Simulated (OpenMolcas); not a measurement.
## Levels of Sb⁴⁺ by method

```yaml
Program: OpenMolcas
Basis: ANO-RCC-VTZP [7s6p4d2f1g]
Scalar_Hamiltonian: DKH2, point nucleus
Active_space: 1 electron in 4 orbitals (5s 5p)
State_averaging: 2S+1 = 2 even, 1 root; 2S+1 = 2 odd, 3 roots
Spin-orbit_coupling: RASSI with atomic mean-field integrals over the reference wave functions, term energies averaged over their components
```

Methods on the same reference wave functions:
A. CASSCF
B. SS-CASPT2, IPEA 0.25 Eh, imaginary shift 0.1 Eh (closed shells correlated: 4d)
C. XMS-CASPT2, IPEA 0.25 Eh, imaginary shift 0.1 Eh (closed shells correlated: 4d)

Energies in cm-1 above 5s 2S 1/2, the measured ground level; measured values from Moore, Atomic Energy Levels, vol. III, NSRDS-NBS 35 (1971 reprint of NBS Circular 467, 1958).

| Level | A | B | C | Measured |
| --- | --- | --- | --- | --- |
| 5s 2S 1/2 | 0.0 | 0.0 | 0.0 | 0.0 |
| 5p 2P* 1/2 | 80493 | 83399 | 83032 | 81566 |
| 5p 2P* 3/2 | 88580 | 91486 | 91119 | 90553 |

Deviations, from unrounded energies. A percentage is the sum of absolute deviations over the sum of measured energies, with the sign that they share, or ± where signs differ.

```csv
Against measurement,Levels,A,B,C
mean absolute deviation (cm-1),2,1500,1400,1000
other configurations (%),2,-1.8,+1.6,+1.2
```

C lies closest to measurement on these levels and A furthest from it. The largest miss of C in the table is 5p 2P* 1/2, by +1500 cm-1. The ranking rests on the paired levels alone, and a cruder setting can come out closer through cancelling errors.

Between B and C the level of the table that moves most is 5p 2P* 1/2, by 370 cm-1 (lowest in C, highest in B).

The lowest spin-free term lies below A's lowest term by 0.375 hartree in B, 0.375 hartree in C.

With one active electron the reference holds no correlation, so core polarisation is missing (holds for A). With one active electron, CASPT2 adds the correlation within the correlated inactive shells and between them and that electron, and leaves the splitting within a term as the reference gives it (holds for B; C). Measured partners are found by configuration, term and J. A level has none where our copy of the source lacks it or the pairing is in doubt (some pairs that miss far off the trend of their configuration count as doubtful), and it then counts in no deviation. Levels of configurations outside the active space are missing.

* marks odd parity.
